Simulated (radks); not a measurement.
Values are calculated unless marked as measured or tabulated.
Question: The mean radii <r> (bohr) of the occupied orbitals of an atom or ion are listed with their occupations. Code: a radial shooting solver on a logarithmic mesh with Libxc functionals. Model: Dirac Kohn-Sham, PBE, spin-unpolarised, spherical densities, finite nucleus; Fermi nuclear charge, rms radius of each element as measured or else 0.836 A^(1/3) + 0.57 fm.

orbital  occ.      <r>
1s1/2       2  0.01744
2s1/2       2  0.07297
2p1/2       2  0.06017
2p3/2       4  0.06848
3s1/2       2   0.1899
3p1/2       2   0.1801
3p3/2       4   0.1954
3d3/2       4   0.1705
3d5/2       6   0.1752
4s1/2       2   0.4232
4p1/2       2   0.4266
4p3/2       4   0.4603
4d3/2       4   0.4718
4d5/2       6   0.4831
5s1/2       2   0.9736
5p1/2       2    1.053
4f5/2       6   0.5304
4f7/2       8   0.5380
5p3/2       4    1.144
5d3/2       4    1.464
5d5/2       1    1.502

Name the element and its charge. Open shells, if any, fill j = l - 1/2 first.

Answer: Z = 77, iridium, charge +4: Ir4+ in [Xe] 4f14 5d5. The 1s radius gives Z: for a bare nucleus <r> = (2 gamma + 1)/(2Z) with gamma = sqrt(1 - (Z/c)^2), 0.01724 bohr for Z = 77, and screening makes it slightly larger (0.01744 here). The occupations add up to 73, and the charge is Z minus that.
